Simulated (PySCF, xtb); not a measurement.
# H4InNSi: which of two structures lies lower

We compare I, a singlet given by its coordinates, with II, `[SiH3][NH][In]`, a singlet. Both are isolated molecules in the gas phase, relaxed with B3LYP-D3(BJ)/def2-SVP.

I (Å):

```xyz
7

In    0.0788    1.2311   -2.5263
N    -1.1670    0.6112   -0.2634
Si    0.4768    1.3148    0.2010
H    -2.0075    1.0030    0.1605
H    -1.2439   -0.4056   -0.2159
H     1.0384    0.4552    1.3070
H     0.0685    2.5911    0.8915
```

Close contacts (Å): In1–N2 2.66, In1–Si3 2.76, N2–Si3 1.85, N2–H4 1.02, N2–H5 1.02, Si3–H6 1.51, Si3–H7 1.51.

II (Å):

```yaml
atoms:
  - { symbol: In, position_ang: [-2.7885, 2.0348, -0.8417] }
  - { symbol: N, position_ang: [-0.6943, 1.8269, -0.4523] }
  - { symbol: Si, position_ang: [0.0624, 0.4312, 0.2339] }
  - { symbol: H, position_ang: [-1.0369, -0.5588, 0.4860] }
  - { symbol: H, position_ang: [0.7555, 0.6725, 1.5428] }
  - { symbol: H, position_ang: [1.0706, -0.2373, -0.6539] }
  - { symbol: H, position_ang: [-0.0735, 2.6047, -0.6834] }
```

Question: Estimate which is lower in electronic energy at CCSD(T)/def2-SVP + ΔMP2/def2-TZVPP, and by roughly how much.

Answer: The CCSD(T)/def2-SVP + ΔMP2/def2-TZVPP calculation puts structure II lower, by 18.6 kcal/mol.

The same difference at several levels:

| level | geometry | E(II) − E(I) (kcal/mol) | departure from the last row (kcal/mol) | job, with rough time for the two |
| --- | --- | --- | --- | --- |
| B3LYP-D3(BJ)/def2-SVP | B3LYP-D3(BJ)/def2-SVP | −13.8 | +4.8 | optimisation, 2 min |
| HF/def2-SVP | B3LYP-D3(BJ)/def2-SVP | −19.3 | −0.7 | part of the CCSD(T) run |
| MP2/def2-SVP | B3LYP-D3(BJ)/def2-SVP | −18.4 | +0.2 | part of the CCSD(T) run |
| CCSD(T)/def2-SVP | B3LYP-D3(BJ)/def2-SVP | −16.1 | +2.5 | single point |
| CCSD(T)/def2-SVP + ΔMP2/def2-TZVPP | B3LYP-D3(BJ)/def2-SVP | −18.6 |  | single point, 40 s |

The levels shown agree on the order. The largest departure from CCSD(T)/def2-SVP + ΔMP2/def2-TZVPP is that of B3LYP-D3(BJ)/def2-SVP, 4.8 kcal/mol. Levels run at GFN2-xTB geometries aren't shown. The last row adds to CCSD(T) the change of the MP2 difference between the two basis sets, here −2.5 kcal/mol.

With thermal terms from frequencies at re-optimised GFN2-xTB minima (ideal gas, soft modes damped towards free rotors, one conformer each, 298.15 K, 1 atm): the zero-point term adds −2.0 kcal/mol; ΔH is −20.6 and ΔG −20.7 kcal/mol.

The correlated steps freeze 10 core orbitals; the filled d shell of In is correlated, in a basis made for valence electrons. Atoms past krypton carry core potentials in the def2 sets and no spin–orbit term is included. Codes used: PySCF 2.14.0, xtb 6.7.1; the last row on 2 threads of Arm Neoverse V2 on a shared host.
